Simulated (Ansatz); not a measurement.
CClF₃, charge -1, doublet, at the geometry of the source list (a state made from the parent by changing its charge; the spin is typed, not shown lowest) (a gas-phase anion, which may not be bound at this level); SVWN5/def2-SVP (Ansatz, a program for electronic structure).

Input for Ansatz:
Ansatz 0.2 input:
```yaml
crystal:
  periodic: [false, false, false]
  atoms:
    - {symbol: F, position_ang: [-0.57610000, -0.63500000, -1.04370000]}
    - {symbol: C, position_ang: [-0.07440000, -0.00180000, 0.00350000]}
    - {symbol: F, position_ang: [-0.57130000, 1.22370000, 0.02310000]}
    - {symbol: F, position_ang: [-0.47540000, -0.62840000, 1.09700000]}
    - {symbol: Cl, position_ang: [1.69720000, 0.04150000, -0.08000000]}
basis:
  gaussian:
    orbitals: def2-SVP
hamiltonian:
  xc: {name: SVWN5}
total_charge: -1
magnetization: {spin_polarized: true, initial_magnetization: 1}
```

It wrote (shortened):

```
Functional definition: SVWN5
797 factors; their error is unknown
mean field evaluation 1: about -21593.8994 eV, gradient 1.6e1 eV
mean field evaluation 2: about -21592.4310 eV, gradient 2.3e1 eV
mean field evaluation 4: about -21595.0233 eV, gradient 6.0e-1 eV
mean field evaluation 8: about -21594.9656 eV, gradient 1.2e-2 eV
mean field -21594.96562158 eV, -793.6003489997 hartree, gradient 5.2e-5 eV, S^2 0.751105; 0 other end points of the search recorded, 0 dependent functions left out
reference -21594.96563497 eV, -793.6003494918 hartree; 26, 25 occupied and 48, 49 virtual orbitals, 797 factors
Total energy: -21594.96563497 eV, -793.6003494918 hartree
```
